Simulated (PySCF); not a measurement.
**How methods differ on the excitation energy of P**

P [Ne] 3s2 3p3 (4S) → P [Ne] 3s1 3p3 4s1 (6S), as a difference of total energies. All numbers are calculated (PySCF 2.14, scalar relativity by spin-free X2C-1e, in aug-cc-pCVTZ-DK with one added diffuse shell each of s, p, d, f type (9s8p6d4f, 91 functions)). Correlated levels: valence: [Ne] frozen; valence and next inner shell: 1s2 frozen; nothing frozen. The calculations carry no spin-orbit coupling.

| method | excitation energy (eV) |
| --- | --- |
| UHF | 10.494 |
| LDA | 12.605 |
| PBE | 12.505 |
| PBE0 | 12.399 |
| r2SCAN | 12.041 |
| LC-wPBE | 12.550 |
| TPSS | 12.621 |
| PW91 | 12.523 |
| MP2 (valence) | 11.997 |
| SCS-MP2 (valence) | 12.453 |
| MP2 (valence and next inner shell) | 12.175 |
| SCS-MP2 (valence and next inner shell) | 12.584 |
| MP2 (all electrons) | 12.171 |
| SCS-MP2 (all electrons) | 12.581 |

**Question.** How much does correlation contribute at MP2 (all electrons)?

**Answer.** 12.171 − (10.494) = 1.677 eV, measured against UHF.

The upper state lies above the first ionisation limit, but in LS coupling its spin forbids autoionisation to the ground ion. A Rydberg-like electron needs more diffuse functions than a valence basis has.

The promoted electron is Rydberg-like, and one or two diffuse shells describe it only roughly, which tends to raise the upper state.
